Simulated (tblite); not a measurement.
Isomers of CH15NOSi5. Computed with GFN2-xTB (tblite): harmonic, unscaled wavenumbers at the GFN2-xTB geometry, gas phase. Against measured fundamentals such values can be off by several per cent, at times by over 20. Modes of hydrogen on silicon can be 10 to 20 % off. One conformer each.

Electronic energies: GFN2-xTB at the same geometries; isomer energies are rough at this level and their order can be wrong.

```
                               SMILES  electronic energy, lowest = 0 (kcal/mol)
  CN[SiH2][Si]([SiH3])([SiH3])[SiH2]O                                     102.1
  CO[SiH2][Si]([SiH3])([SiH3])[SiH2]N                                     105.5
C[SiH2][Si@H](O[SiH3])N([SiH3])[SiH3]                                       0.0
```

Problem. How do GFN2-xTB zero-point energies change the relative energies?

Solution. 
```json
{"SMILES": "C[SiH2][Si@H](O[SiH3])N([SiH3])[SiH3]", "ZPE (kcal/mol)": "90.4", "of it from modes above 1550 cm⁻¹": "51.1", "electronic (kcal/mol)": "0.0", "with ZPE, lowest = 0 (kcal/mol)": "0.0", "lowest mode (cm⁻¹)": "15i", "rings": "0"}
{"SMILES": "CN[SiH2][Si]([SiH3])([SiH3])[SiH2]O", "ZPE (kcal/mol)": "92.7", "of it from modes above 1550 cm⁻¹": "54.1", "electronic (kcal/mol)": "102.1", "with ZPE, lowest = 0 (kcal/mol)": "104.4", "lowest mode (cm⁻¹)": "16", "rings": "0"}
{"SMILES": "CO[SiH2][Si]([SiH3])([SiH3])[SiH2]N", "ZPE (kcal/mol)": "92.5", "of it from modes above 1550 cm⁻¹": "53.9", "electronic (kcal/mol)": "105.5", "with ZPE, lowest = 0 (kcal/mol)": "107.5", "lowest mode (cm⁻¹)": "7i", "rings": "0"}
```

The zero-point energies span 2.3 kcal/mol, from `C[SiH2][Si@H](O[SiH3])N([SiH3])[SiH3]` to `CN[SiH2][Si]([SiH3])([SiH3])[SiH2]O`. Slightly imaginary modes are left out of the zero-point energy: `C[SiH2][Si@H](O[SiH3])N([SiH3])[SiH3]` 14.6i cm⁻¹ and `CO[SiH2][Si]([SiH3])([SiH3])[SiH2]N` 6.8i cm⁻¹. The order is unchanged.
